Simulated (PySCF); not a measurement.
(Z)-2-chloro-3-fluorobut-2-ene (C4H6ClF), SMILES C(/C)(F)=C(\Cl)C.

The structure is a stationary point at B3LYP-D3(BJ)/def2-SVP.

Vertical ionisation energy (IE) and electron affinity (EA) in eV. Rows of orbital energies are one-electron estimates. Where ΔSCF, EOM or ADC give a negative EA the extra electron is unbound and the value depends on the basis.

```tsv
level	IE	EA
−ε(HOMO), −ε(LUMO), PBE0/def2-TZVP (PySCF)	?	?
−ε(HOMO), −ε(LUMO), PBE/def2-TZVP (PySCF)	5.62	0.65
```

Task: Complete the blanks. (The exact figures need the calculation; the answer reports its results.)

Result: 
- −ε(HOMO), −ε(LUMO), PBE0/def2-TZVP (PySCF), IE: 6.82
- −ε(HOMO), −ε(LUMO), PBE0/def2-TZVP (PySCF), EA: -0.33
